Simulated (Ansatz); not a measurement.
Frontier orbitals of CH5GaOSSi (`[GaH2][SiH]1OCS1`).

```xyz
10

Ga   -1.038   -2.068   -0.316
Si    0.718   -0.430   -0.108
O     0.589    0.658    1.160
C     0.285    1.830    0.429
S     0.255    1.268   -1.342
H    -2.177   -2.199    0.756
H    -1.115   -2.927   -1.631
H     2.114   -0.948   -0.225
H     1.061    2.587    0.564
H    -0.690    2.230    0.712
```

Charge 0, multiplicity 1. Correlated methods include outer-core shells of Ga, which these sets cover unevenly. Scalar relativity is left out up to krypton. Geometry: relaxed with PBE0-D4/def2-TZVP. Basis def2-TZVPP, the Gaussian-basis code of Ansatz.

```
             functional  HOMO (eV)  LUMO (eV)  gap (eV)
            LDA (SPW92)      -5.68      -3.32      2.36
                    PBE      -5.58      -3.05      2.53
                 B97M-V      -5.93      -3.03      2.90
                   PBE0      -6.69      -2.28      4.41
                  B3LYP      -6.50      -2.52      3.98
HSE06 (plane-wave form)      -6.30      -2.65      3.65
                LC-ωPBE      -9.23      -0.21      9.02
                ωB97X-V      -8.91      -0.35      8.56
                ωB97M-V      -8.73      -0.56      8.17
```

A quarter of exact exchange (PBE0) shifts PBE's HOMO by −1.10 eV and its LUMO by +0.77 eV; full exchange at long range (ωB97M-V) shifts them by −3.15 and +2.49 eV. The gap opens from 2.53 to 8.17 eV, since occupied levels lose self-interaction and empty ones feel all the electrons.

B3LYP here is the variant with VWN-RPA as its local correlation; programs differ in this. LC-ωPBE has ω = 0.4 bohr⁻¹.
